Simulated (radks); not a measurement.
Q: All-electron atom: Dy LI in [Ne] 3s2 3p4. Calculated with a radial shooting solver on a logarithmic mesh with Libxc functionals: scalar-relativistic Kohn-Sham, PBE, spin-unpolarised, spherical densities, point nucleus. Some entries of the table are withheld. Estimate them.

orbital  occ.  eigenvalue (eV)  <r> (bohr)
1s          2        -57146.71     0.02111
2s          2        -12291.52         (1)
2p          6        -11310.52     0.07840
3s          2        -4833.593      0.2157
3p          4              (2)      0.2107

A: 
(1) 2s <r> (bohr): 0.08877
(2) 3p eigenvalue (eV): -4536.616
